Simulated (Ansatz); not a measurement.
`CC#[C][GeH2][NH2]`, charge 0, multiplicity 1.

**Question.** Give a relaxed structure at PBE0-D4/def2-TZVP (Ansatz 0.2.0). (Estimate.)

**Answer.** The calculation gave: 
Cartesian coordinates in Å:
```
C -1.5959 0.1933 2.2593
C -0.8508 0.2804 1.0200
C -0.2304 0.3560 -0.0151
Ge 0.7647 0.4422 -1.6370
N 1.8901 -0.9909 -1.8834
H -1.5085 -0.8041 2.6975
H -1.2253 0.9173 2.9891
H -2.6565 0.3962 2.0909
H -0.2211 0.4524 -2.8120
H 1.6364 1.7039 -1.6054
H 1.4020 -1.8750 -1.9409
H 2.5955 -1.0715 -1.1630
```
This is one stationary point; other conformers may exist.
